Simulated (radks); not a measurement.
Spin polarisation of the 4p5 shell in neutral bromine. Start: [Ar] 3d10 4s2 4p(up 2.5, down 2.5); electrons of 4p are moved from spin down to spin up, other shells keep equal spins. Calculated with a radial shooting solver on a logarithmic mesh with Libxc functionals: scalar-relativistic Kohn-Sham, PBE, spin-polarised, spherical densities, point nucleus.

moment (Bohr magnetons) = 0: E - E(0) (eV) 0.000; e(4p up) (eV) -7.860; e(4p down) (eV) -7.860; 4s down minus up (eV) 0.000
moment (Bohr magnetons) = 0.25: E - E(0) (eV) -0.012; e(4p up) (eV) -7.951; e(4p down) (eV) -7.764; 4s down minus up (eV) 0.196
moment (Bohr magnetons) = 0.5: E - E(0) (eV) -0.047; e(4p up) (eV) -8.039; e(4p down) (eV) -7.664; 4s down minus up (eV) 0.392
moment (Bohr magnetons) = 0.75: E - E(0) (eV) -0.105; e(4p up) (eV) -8.124; e(4p down) (eV) -7.561; 4s down minus up (eV) 0.588
moment (Bohr magnetons) = 1: E - E(0) (eV) -0.188; e(4p up) (eV) -8.204; e(4p down) (eV) -7.452; 4s down minus up (eV) 0.785

At moment 1 the spin-polarisation energy is -0.188 eV and the 4p exchange splitting 0.752 eV, that is 0.752 eV per Bohr magneton; E = -I m^2/4 would give I = 0.751 eV.
